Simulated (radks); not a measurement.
Task: Radial electron density D(r) = 4 pi r^2 rho(r) of an atom or ion with 65 electrons. Method: Dirac Kohn-Sham, BLYP, spin-unpolarised, spherical densities, finite nucleus; Fermi nuclear charge, rms radius of each element as measured or else 0.836 A^(1/3) + 0.57 fm; computed with a radial shooting solver on a logarithmic mesh with Libxc functionals.

```
   r/bohr * D(r) (the largest magnitude, 124, reaches the edge; | marks zero)
 0.002911 |           *
 0.003852 |                 *
 0.005056 |                       *
  0.00669 |                              *
 0.008781 |                                     *
  0.01162 |                                         *
  0.01537 |                                         *
  0.02018 |                                       *
   0.0267 |                                     *
  0.03505 |                                        *
  0.04637 |                                                 *
  0.06135 |                                                      *
  0.08053 |                                                 *
   0.1066 |                                         *
   0.1399 |                                             *
   0.1851 |                                                *
   0.2448 |                                 *
   0.3214 |                      *
   0.4252 |                          *
   0.5582 |                       *
   0.7385 |             *
   0.9771 |       *
    1.283 |    *
    1.697 | *
    2.228 |*
    2.947 *
      3.9 *
```

What is the nuclear charge?

Result: Z = 69. The innermost maximum, from 1s, lies near gamma/Z bohr with gamma = sqrt(1 - (Z/c)^2) = 0.864, here 0.0125 bohr (found: 0.0139), and its height grows with Z. The density is that of the thulium ion Tm4+ in [Xe] 4f11; the configuration itself is not fixed sharply by these data, and Z only to a few units. D(r) has 4 maxima, at r = 0.0139, 0.0614, 0.171, 0.464 bohr, and minima at 0.0267, 0.112, 0.329 bohr, inside which lie 2.01, 11.14, 29.62 electrons.
